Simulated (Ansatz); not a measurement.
Wavefunction ladder for ClGeH6NSi (`Cl[SiH2][NH][GeH3]`)

```json
{"atom": "Cl1", "x (Å)": "-0.697", "y (Å)": "-2.437", "z (Å)": "-1.333"}
{"atom": "Si2", "x (Å)": "0.693", "y (Å)": "-0.934", "z (Å)": "-1.020"}
{"atom": "N3", "x (Å)": "0.016", "y (Å)": "0.529", "z (Å)": "-0.480"}
{"atom": "Ge4", "x (Å)": "-0.551", "y (Å)": "0.899", "z (Å)": "1.239"}
{"atom": "H5", "x (Å)": "1.607", "y (Å)": "-1.449", "z (Å)": "0.023"}
{"atom": "H6", "x (Å)": "1.363", "y (Å)": "-0.726", "z (Å)": "-2.323"}
{"atom": "H7", "x (Å)": "-0.372", "y (Å)": "1.135", "z (Å)": "-1.189"}
{"atom": "H8", "x (Å)": "0.173", "y (Å)": "-0.104", "z (Å)": "2.144"}
{"atom": "H9", "x (Å)": "-2.076", "y (Å)": "0.741", "z (Å)": "1.361"}
{"atom": "H10", "x (Å)": "-0.156", "y (Å)": "2.346", "z (Å)": "1.579"}
```

Charge 0, multiplicity 1. Correlated methods include outer-core shells of Ge, which these sets cover unevenly. Scalar relativity is left out up to krypton. Geometry: relaxed with PBE0-D4/def2-TZVP. It is one conformer, not always the lowest. Frozen core, restricted reference, Ansatz.

| basis | HF (Eh) | MP2 corr. |
| --- | --- | --- |
| def2-SVP | -2881.28470 | -0.63456 |
| def2-TZVPP | -2881.88356 | -0.78747 |
| def2-QZVPP | -2881.95098 | -1.09565 |

Task: Estimate the CCSD correlation energy and the (T) correction in each basis where they were run (hartree).

Result: 
```json
{"basis": "def2-SVP", "CCSD corr.": "-0.67860", "(T)": "-0.01727"}
{"basis": "def2-TZVPP", "CCSD corr.": "-0.83426", "(T)": "-0.03162"}
```
